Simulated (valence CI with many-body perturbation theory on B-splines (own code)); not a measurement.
E1 line list for Se²⁺

Method: valence CI with perturbative core correlation (CI+MBPT): four valence electrons over a frozen Dirac-Fock core [Ar] 3d10, radial functions for each j: 11 s, 11 p, 10 d, 8 f, 5 g, 2 h, with the one-electron correlation potential Σ1 (screened to all orders), the two-electron term Σ2, the three-electron term Σ3, Breit, model QED; selected single and double excitations, second order for the rest, scaled by the run's own slope (own B-spline code, finite nucleus).

Against 29 measured levels this calculation errs by 224 cm⁻¹ on average and by 760 at most. These come from a selection out of Moore, Atomic Energy Levels, vol. II, NSRDS-NBS 35 (1971 reprint of NBS Circular 467, 1952), an old analysis. Levels without a partner in it may be off by more. Among the levels kept, up to 2000 cm⁻¹ of a level comes from second order outside the variational space, and about a tenth of that is noise between levels of different J, which matters for small intervals.

Lines 101 to 150 of 490 in falling wavelength, among levels below 28.641 eV, chosen from the strongest by gf and those to the six lowest levels. Wavelengths and rates use the calculated energies, so an error of 200 cm⁻¹ moves a line at 11260 Å by 2.3 % and its rate by three times that or more. Electric multipoles are in the length gauge, E1 and E2 with the static RPA response of the core. Weak lines are less certain than strong ones. Lines between different terms over intervals too small for the method are left out, as are lines whose strength nearly cancels. Where a level lies close to another of its J and parity, the split of strength between their lines is uncertain. The highest levels of a list are the least certain.

Names give the largest LS component (configuration and term), which can be under half, so a name can repeat, a term be missing and a line seem to break the LS rules; names also repeat where a configuration has a term twice. Letters in brackets count levels of one name in rising energy.

```tsv
λ vac (Å)	Upper	Lower	A (s⁻¹)	log gf	Branch %
11260	4s²4p7d ³D°_3	4s²4p7p ³D_3	1.53e+07	0.31	4.1
11220	4s²4p7d ¹D°_2	4s²4p7p ¹P_1	3.00e+07	0.45	9.1
11120	4s²4p6g ³H°_5	4s²4p5f ¹G_4	1.74e+06	-0.45	0.9
11060	4s²4p7d ³F°_2	4s²4p7p ³D_1	3.93e+07	0.56	20.7
11040	4s²4p6p ³D_3	4s²4p5d ³F°_4	2.22e+07	0.45	15.4
10930	4s4p²4d ¹G_4	4s²4p5g ¹H°_5	2.47e+06	-0.40	0.4
10820	4s²4p6p ¹P_1	4s²4p6s ¹P°_1	2.69e+07	0.15	9.5
10440	4s²4p7d ³D°_1	4s²4p7p ³D_1	1.17e+07	-0.24	2.2
10090	4s4p²4d ¹G_4	4s²4p6d ¹F°_3	1.67e+07	0.36	2.4
10020	4s²4p6f ³G_3	4s²4p5g ³H°_4	4.09e+06	-0.37	1.4
9898	4s²4p4f ³D_1	4s²4p6s ³P°_1	1.60e+07	-0.15	2.2
9581	4s²4p6p ³P_2	4s²4p6s ³P°_2	3.53e+07	0.38	10.1
9549	4s²4p6p ³D_3	4s²4p6s ³P°_2	3.35e+07	0.51	23.4
9496	4s²4p6f ³G_4	4s²4p5g ³H°_5	3.22e+06	-0.41	0.9
9068	4s²4p6p ³D_2	4s²4p6s ³P°_1	4.04e+07	0.40	13.7
9020	4s²4p6f ³G_5	4s²4p6d ³F°_4	5.39e+07	0.86	9.6
9019	4s²4p6p ¹D_2	4s²4p6s ¹P°_1	2.52e+07	0.19	14.8
8962	4s4p²4d ¹G_4	4s²4p6d ³D°_3	1.37e+07	0.17	2.0
8926	4s²4p6p ³P_1	4s²4p6s ³P°_0	3.10e+07	0.05	7.7
8895	4s²4p6f ³D_2	4s²4p6d ¹P°_1	7.31e+06	-0.36	0.3
8855	4s²4p6p ³S_1	4s²4p6s ³P°_2	2.78e+07	-0.01	16.4
8664	4s²4p6p ³P_0	4s²4p6s ³P°_1	3.49e+07	-0.41	6.5
8540	4s²4p6p ³D_3	4s²4p5d ³P°_2 [a]	6.18e+06	-0.33	4.3
8396	4s²4p6f ¹G_4	4s²4p6d ¹F°_3	3.03e+07	0.46	0.8
8384	4s²4p6f ¹F_3	4s²4p6d ³D°_3	5.46e+06	-0.40	0.8
8350	4s²4p6f ³F_4	4s²4p6d ³D°_3	3.18e+07	0.48	10.8
8348	4s²4p6f ³G_4	4s²4p6d ³F°_3	6.48e+07	0.78	17.9
8260	4s²4p6p ¹D_2	4s²4p5d ³D°_1	8.82e+06	-0.35	5.2
8227	4s²4p6f ³G_3	4s²4p6d ³F°_2	6.09e+07	0.64	21.2
8209	4s²4p6f ¹F_3	4s²4p6d ¹D°_2	4.74e+07	0.53	7.1
8153	4s²4p5p ¹D_2	4s²4p4d ¹F°_3	1.65e+07	-0.08	5.2
8144	4s²4p6f ³F_4	4s²4p6d ³F°_4	6.44e+06	-0.24	2.2
8096	4s²4p6h ³I_6	4s²4p5g ³H°_5	1.36e+08	1.24	99.9
8096	4s²4p6h ³I_5	4s²4p5g ³H°_4	1.33e+08	1.16	98.2
8088	4s²4p6h ³H_4	4s²4p5g ³G°_3 [a]	1.29e+08	1.06	94.6
8087	4s²4p6h ³G_5	4s²4p5g ³F°_4 [a]	1.32e+08	1.15	97.2
8084	4s²4p6h ³G_5	4s²4p5g ³H°_5	3.29e+06	-0.45	2.4
8074	4s²4p6h ³H_4	4s²4p5g ³F°_4 [a]	3.96e+06	-0.46	2.9
8068	4s²4p6f ³F_2	4s²4p6d ³D°_1	5.46e+07	0.43	12.4
8046	4s²4p6f ³D_3 [b]	4s²4p6d ³P°_2 [b]	4.08e+07	0.44	2.4
8034	4s²4p6f ³D_2	4s²4p6d ³P°_1	2.56e+07	0.09	0.9
8028	4s²4p6f ³D_3 [a]	4s²4p6d ³P°_2 [a]	4.23e+07	0.46	2.0
7961	4s²4p6f ³D_2	4s²4p6d ³P°_2 [b]	1.13e+07	-0.27	0.4
7800	4s²4p6f ³D_3 [b]	4s²4p6d ³D°_3	1.14e+07	-0.14	0.7
7739	4s4p²4d ³D_3	4s²4p6d ³P°_2 [a]	1.94e+07	0.09	1.1
7432	4s²4p6g ³G°_3	4s²4p5f ³F_2	6.59e+07	0.58	33.0
7314	4s²4p6g ¹G°_4	4s²4p5f ³D_3 [a]	3.14e+07	0.36	15.5
7314	4s²4p6g ³H°_4	4s²4p5f ³D_3 [a]	4.13e+07	0.47	20.4
7264	4s²4p6g ³H°_5	4s²4p5f ³G_4	7.13e+07	0.79	35.7
6967	4s²4p6g ¹G°_4	4s²4p5f ³G_3	3.74e+07	0.39	18.5
```
